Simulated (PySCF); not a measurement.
# How methods differ on the ionisation energy of P⁺

P⁺ [Ne] 3s2 3p2 (3P) → P²⁺ [Ne] 3s2 3p1 (2P), as a difference of total energies. Computed with PySCF 2.14 in dyall-acv3z (19s12p6d4f, 113 functions), with the non-relativistic Hamiltonian (point nucleus). Correlated levels: valence: [Ne] frozen; valence and next inner shell: 1s2 frozen; virtual orbitals above 40 to 60 times the deepest correlated orbital energy dropped. The calculations carry no spin-orbit coupling.

```
                                method  ionisation energy (eV)  plus first-order spin-orbit estimate  difference from reference of that sum (eV)
                                   UHF                  19.169                                19.163                                      -0.606
                                   LDA                  19.825                                19.818                                      +0.049
                                   PBE                  19.783                                19.777                                      +0.008
                                  PBE0                  19.820                                19.814                                      +0.045
                                r2SCAN                  19.954                                19.948                                      +0.179
                                  TPSS                  19.831                                19.824                                      +0.055
                                M06-2X                  19.593                                19.586                                      -0.183
                                  MN15                  19.772                                19.766                                      -0.003
                         MP2 (valence)                  19.626                                19.620                                      -0.149
                     SCS-MP2 (valence)                  19.535                                19.528                                      -0.241
    MP2 (valence and next inner shell)                  19.659                                19.652                                      -0.117
SCS-MP2 (valence and next inner shell)                  19.564                                19.557                                      -0.212
```

Reference: 19.769 eV (semi-empirical (NIST evaluation); NIST Atomic Spectra Database, ionization energies).

A first-order spin-orbit estimate (lowest level to lowest level, LS coupling) adds -0.007 eV.

Errors of the correlated levels include the incompleteness of this basis and the frozen core.
